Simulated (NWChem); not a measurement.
System: CH3Si, doublet; SMILES C=[SiH]

Input file for NWChem:

```
start job
memory heap 200 mb stack 700 mb global 900 mb
geometry units angstroms
  C     -0.041803     1.115534    -0.067606
  Si    -0.100184    -0.585324     0.225548
  H     -0.925002     1.771532    -0.033104
  H      0.922551     1.602249    -0.302705
  H      1.150350    -1.441124     0.162816
end
basis spherical
  * library def2-svp
end
dft
  odft
  mult 2
  xc xcamb88 1.00 lyp 0.81 vwn_5 0.19 hfexch 1.00
  cam 0.33 cam_alpha 0.19 cam_beta 0.46
  iterations 150
end
driver
  maxiter 120
end
task dft optimize
task dft freq
```

Parts of the log:

```
             Northwest Computational Chemistry Package (NWChem) 7.3.0
             --------------------------------------------------------

 CS  symmetry detected

                             Geometry "geometry" -> ""
                             -------------------------

 Output coordinates in angstroms (scale by  1.889725989 to convert to a.u.)

  No.       Tag          Charge          X              Y              Z
 ---- ---------------- ---------- -------------- -------------- --------------
    1 C                    6.0000     0.00739368     1.11156291     0.00000000
    2 Si                  14.0000    -0.09435623    -0.61236061     0.00000000
    3 H                    1.0000    -0.87101985     1.77485311     0.00000000
    4 H                    1.0000     0.99614147     1.60604506     0.00000000
    5 H                    1.0000     1.15150352    -1.47722708     0.00000000

 Effective nuclear repulsion energy (a.u.)      44.0431914838

      Symmetry information
      --------------------

 Group name             Cs
 Group number              2
 Group order               2
 No. of unique centers     5

                                Z-matrix (autoz)
                                --------

 Units are Angstrom for bonds and degrees for angles

      Type          Name      I     J     K     L     M      Value
      ----------- --------  ----- ----- ----- ----- ----- ----------
    1 Stretch                  1     2                       1.72692
    2 Stretch                  1     3                       1.10071
    3 Stretch                  1     4                       1.10550
    4 Stretch                  2     5                       1.51663
    5 Bend                     1     2     5               121.39028
    6 Bend                     2     1     3               123.67865
    7 Bend                     2     1     4               119.94788
    8 Bend                     3     1     4               116.37347
    9 Torsion                  3     1     2     5         180.00000
   10 Torsion                  4     1     2     5           0.00000

                           NWChem Geometry Optimization
                           ----------------------------

[...]

      ----------------------
      Optimization converged
      ----------------------

  Step       Energy      Delta E   Gmax     Grms     Xrms     Xmax
  ---- ---------------- -------- -------- -------- -------- --------
@    5    -329.14172654 -1.8D-07  0.00004  0.00002  0.00050  0.00146
                                     ok       ok       ok       ok

                                Z-matrix (autoz)
                                --------

 Units are Angstrom for bonds and degrees for angles

      Type          Name      I     J     K     L     M      Value     Gradient
      ----------- --------  ----- ----- ----- ----- ----- ---------- ----------
    1 Stretch                  1     2                       1.70489    0.00003
    2 Stretch                  1     3                       1.09214   -0.00002
    3 Stretch                  1     4                       1.09619   -0.00000
    4 Stretch                  2     5                       1.49870   -0.00004
    5 Bend                     1     2     5               121.89634    0.00001
    6 Bend                     2     1     3               123.66600    0.00004
    7 Bend                     2     1     4               120.42428   -0.00003
    8 Bend                     3     1     4               115.90972   -0.00001
    9 Torsion                  3     1     2     5         180.00000    0.00000
   10 Torsion                  4     1     2     5           0.00000    0.00000

                         Geometry "geometry" -> "geometry"
                         ---------------------------------

 Output coordinates in angstroms (scale by  1.889725989 to convert to a.u.)

[...]

 Rotational Constants
 --------------------
 A=   5.231381 cm-1  (  7.526622 K)
 B=   0.519562 cm-1  (  0.747517 K)
 C=   0.472623 cm-1  (  0.679983 K)

 Temperature                      =   298.15K
 frequency scaling parameter      =   1.0000

 Zero-Point correction to Energy  =   19.427 kcal/mol  (  0.030959 au)
 Thermal correction to Energy     =   21.589 kcal/mol  (  0.034404 au)
 Thermal correction to Enthalpy   =   22.181 kcal/mol  (  0.035348 au)

 Total Entropy                    =   58.667 cal/mol-K
   - Translational                =   37.186 cal/mol-K (mol. weight =  43.0004)
   - Rotational                   =   19.760 cal/mol-K (symmetry #  =        1)
   - Vibrational                  =    1.722 cal/mol-K

 Cv (constant volume heat capacity) =   10.144 cal/mol-K
   - Translational                  =    2.979 cal/mol-K
   - Rotational                     =    2.979 cal/mol-K
   - Vibrational                    =    4.185 cal/mol-K

[normal modes left out]

 ----------------------------------------------------------------------------
 Normal Eigenvalue ||           Projected Infra Red Intensities
  Mode   [cm**-1]  || [atomic units] [(debye/angs)**2] [(KM/mol)] [arbitrary]
 ------ ---------- || -------------- ----------------- ---------- -----------
    1       -0.000 ||    0.000289           0.007         0.282       0.172
    2       -0.000 ||    0.000000           0.000         0.000       0.000
    3       -0.000 ||    0.000459           0.011         0.447       0.273
    4        0.000 ||    0.000075           0.002         0.074       0.045
    5        0.000 ||    0.000122           0.003         0.119       0.073
    6        0.000 ||    0.000740           0.017         0.721       0.440
    7      504.563 ||    0.021758           0.502        21.211      12.948
    8      550.767 ||    0.008200           0.189         7.994       4.880
    9      764.779 ||    0.043592           1.006        42.496      25.942
   10      838.857 ||    0.080267           1.852        78.248      47.768
   11      996.432 ||    0.002785           0.064         2.715       1.658
   12     1357.836 ||    0.009545           0.220         9.305       5.680
   13     2163.880 ||    0.081704           1.885        79.649      48.623
   14     3156.826 ||    0.001652           0.038         1.610       0.983
   15     3262.144 ||    0.000866           0.020         0.845       0.516
 ----------------------------------------------------------------------------
```

Level: CAM-B3LYP/def2-SVP, spin-unrestricted. No stability test was run on the SCF state.
